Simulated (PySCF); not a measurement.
CdB and its ions

r²SCAN; Cd def2-SVPD with ECP28, B def2-SVPD; scalar-relativistic core potentials (PySCF 2.14). Neutral (UKS): doublet (π ↑), Re = 2.364 Å, ωe = 308 cm⁻¹, De = 0.59 eV, HOMO -4.38 eV, LUMO -3.29 eV.

CdB⁺ (UKS): singlet (closed shell), Re = 2.481 Å, ωe = 309 cm⁻¹, De = 2.21 eV to Cd + B⁺. The energies at the minima are -192.42417 hartree for CdB and -192.15805 for CdB⁺.

Task: Work out the adiabatic ionisation energy, without and with harmonic zero-point energies (1 hartree = 27.2114 eV, 1 eV = 8065.5 cm⁻¹), and the change of the bond length.

Result: At r²SCAN: 0.26612 hartree = 7.241 eV between the minima; the zero-point term (309.0 − 308.0)/2 cm⁻¹ = +0.000 eV makes it 7.242 eV. Re changes by +11.7 pm against the neutral. The electron leaves a π orbital, and the longer bond of the ion fits a bonding orbital, or a change in how ionic the bond is.

For an ion De counts to the pair picked by the measured ionisation energies or electron affinities, which need not be the lowest pair at this level. States were picked by a PBE0 search and need not be the measured ground states.
